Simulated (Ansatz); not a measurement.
BrClF₂Hf (`[F][Hf]([F])([Cl])[Br]`). Charge 0, multiplicity 1. Hf: def2 effective core potential.

```tsv
atom	x (Å)	y (Å)	z (Å)
F1	1.939	-0.138	0.117
Hf2	0.069	-0.012	-0.080
F3	-0.306	0.335	-1.894
Cl4	-0.907	-2.036	0.534
Br5	-0.795	1.851	1.323
```

Task: List the harmonic frequencies (cm⁻¹, unscaled) at PBE0-D4/def2-TZVP in Ansatz. (Best estimate.)

Result: Computed: 82, 106, 134, 142, 167, 269, 392, 661, 672.

Task: Is this a minimum?

Result: Yes, all 9 modes are real.

Task: Give the ideal-gas thermochemistry at 298.15 K and 1 bar (rigid rotor, harmonic oscillator; point group Cs, symmetry number 1).

Result: Zero-point energy 15.7 kJ/mol; H(298) − E = 37.3 kJ/mol; entropy 384.2 J/(mol·K), of which translation 181.2, rotation 125.2, vibration 77.8; G(298) − E = -77.2 kJ/mol. Modes under 100 cm⁻¹ are hindered rotations or soft bends, so the harmonic entropy is rough.

Task: And at 400, 500, 600, 800 and 1000 K?

Result: 
```json
{"T (K)": "400", "H − E (kJ/mol)": "47.2", "S (J/mol/K)": "412.7", "G − E (kJ/mol)": "-117.8"}
{"T (K)": "500", "H − E (kJ/mol)": "57.3", "S (J/mol/K)": "435.2", "G − E (kJ/mol)": "-160.3"}
{"T (K)": "600", "H − E (kJ/mol)": "67.6", "S (J/mol/K)": "454.0", "G − E (kJ/mol)": "-204.8"}
{"T (K)": "800", "H − E (kJ/mol)": "88.6", "S (J/mol/K)": "484.1", "G − E (kJ/mol)": "-298.7"}
{"T (K)": "1000", "H − E (kJ/mol)": "109.8", "S (J/mol/K)": "507.8", "G − E (kJ/mol)": "-398.0"}
```
